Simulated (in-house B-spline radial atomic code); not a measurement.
A fraction x of an electron is added to 4f in Tm, starting from [Xe] 4f13 6s2 and keeping the highest spin. Computed with a radial B-spline atomic code at the basis-set limit: scalar-relativistic (X2C) CAM-B3LYP, spin-polarised, spherical fractional occupations, Fermi nucleus of rms radius 5.2256 fm.

Caution: exact exchange at fractional occupations of open shells leaves self-interaction of up to several eV.

```
  x  E(x) - E(0) (eV)  4f down level (eV)
  0            0.0000              -5.286
0.1           -0.4703              -4.130
0.2           -0.8277              -3.028
0.3                 ?                   ?
0.4                 ?                   ?
0.5           -1.2835              -0.130
```

(1) What belongs in the row x = 0.3?

(2) What belongs in the row x = 0.4?

(3) Check Janak's theorem between x = 0.1 and 0.2.

## Answers

(1) An energy change of -1.0779 eV; 4f down at -1.986 eV.

(2) An energy change of -1.2272 eV; 4f down at -1.014 eV.

(3) The slope of the energy is -3.57 eV; the orbital levels give -3.58 eV (ε of the filling orbital, averaged over the two points).
